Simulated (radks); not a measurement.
Species: Ru II. Configuration: [Kr] 4d7 (the NIST ground configuration).

Method: Dirac Kohn-Sham, LDA (Slater exchange, Perdew-Wang correlation), spin-unpolarised, spherical densities, point nucleus; open shells fill j = l - 1/2 first; computed with a radial shooting solver on a logarithmic mesh with Libxc functionals.

Energy parts (eV):
total: -123180.491
kinetic: 128149.571
electron-nucleus: -297802.704
Hartree: 49981.456
exchange-correlation: -3508.814

Orbitals (lengths in bohr, moments of r in powers of bohr; <r^-3> diverges for s and p1/2):
[
 {"orbital": "1s1/2", "occ.": "2", "eigenvalue (eV)": "-21904.43", "<r^2>": "0.001512", "<r^4>": "5.929e-06", "<r^-3>": "-", "small-component weight": "2.58e-02"},
 {"orbital": "2s1/2", "occ.": "2", "eigenvalue (eV)": "-3155.684", "<r^2>": "0.02500", "<r^4>": "0.001078", "<r^-3>": "-", "small-component weight": "5.33e-03"},
 {"orbital": "2p1/2", "occ.": "2", "eigenvalue (eV)": "-2918.372", "<r^2>": "0.01878", "<r^4>": "0.0007094", "<r^-3>": "-", "small-component weight": "5.35e-03"},
 {"orbital": "2p3/2", "occ.": "4", "eigenvalue (eV)": "-2787.658", "<r^2>": "0.02013", "<r^4>": "0.0008031", "<r^-3>": "2799", "small-component weight": "5.16e-03"},
 {"orbital": "3s1/2", "occ.": "2", "eigenvalue (eV)": "-561.2108", "<r^2>": "0.1863", "<r^4>": "0.05358", "<r^-3>": "-", "small-component weight": "1.45e-03"},
 {"orbital": "3p1/2", "occ.": "2", "eigenvalue (eV)": "-469.0644", "<r^2>": "0.1828", "<r^4>": "0.05431", "<r^-3>": "-", "small-component weight": "1.40e-03"},
 {"orbital": "3p3/2", "occ.": "4", "eigenvalue (eV)": "-446.8739", "<r^2>": "0.1926", "<r^4>": "0.06014", "<r^-3>": "481.9", "small-component weight": "1.35e-03"},
 {"orbital": "3d3/2", "occ.": "4", "eigenvalue (eV)": "-283.1143", "<r^2>": "0.1753", "<r^4>": "0.05874", "<r^-3>": "72.04", "small-component weight": "1.24e-03"},
 {"orbital": "3d5/2", "occ.": "6", "eigenvalue (eV)": "-278.7866", "<r^2>": "0.1783", "<r^4>": "0.06069", "<r^-3>": "68.34", "small-component weight": "1.22e-03"},
 {"orbital": "4s1/2", "occ.": "2", "eigenvalue (eV)": "-83.7877", "<r^2>": "1.178", "<r^4>": "2.108", "<r^-3>": "-", "small-component weight": "3.50e-04"},
 {"orbital": "4p1/2", "occ.": "2", "eigenvalue (eV)": "-56.2836", "<r^2>": "1.408", "<r^4>": "3.172", "<r^-3>": "-", "small-component weight": "2.98e-04"},
 {"orbital": "4p3/2", "occ.": "4", "eigenvalue (eV)": "-52.8574", "<r^2>": "1.491", "<r^4>": "3.566", "<r^-3>": "74.34", "small-component weight": "2.84e-04"},
 {"orbital": "4d3/2", "occ.": "4", "eigenvalue (eV)": "-12.9545", "<r^2>": "3.270", "<r^4>": "22.30", "<r^-3>": "5.751", "small-component weight": "1.50e-04"},
 {"orbital": "4d5/2", "occ.": "3", "eigenvalue (eV)": "-12.6203", "<r^2>": "3.362", "<r^4>": "23.65", "<r^-3>": "5.377", "small-component weight": "1.46e-04"},
 {"orbital": "5s1/2", "occ.": "0", "eigenvalue (eV)": "-10.8052", "<r^2>": "10.28", "<r^4>": "164.4", "<r^-3>": "-", "small-component weight": "4.32e-05"},
 {"orbital": "5p1/2", "occ.": "0", "eigenvalue (eV)": "-6.4177", "<r^2>": "16.32", "<r^4>": "429.3", "<r^-3>": "-", "small-component weight": "2.72e-05"},
 {"orbital": "5p3/2", "occ.": "0", "eigenvalue (eV)": "-6.1842", "<r^2>": "17.19", "<r^4>": "475.2", "<r^-3>": "5.095", "small-component weight": "2.60e-05"}
]

The highest occupied level is 4d5/2 at -12.620 eV. Summed over all electrons, <r^2> = 37.75 bohr^2, which gives a Langevin (diamagnetic) susceptibility term of -29.9 x 10^-6 cm^3/mol. For comparison, the ionisation energy in NIST's Atomic Spectra Database is 16.8 eV (semi-empirical). In exact Kohn-Sham theory the highest level is minus the ionisation energy, but local and semilocal functionals leave it too shallow, through self-interaction and a potential that decays too fast; potentials with the right tail come closer. The density falls to 0.001 e/bohr^3 at r = 3.83 bohr.

Beside tabulated values, note that spin-unpolarised runs miss the spin-polarisation part of the exchange energy of open shells.
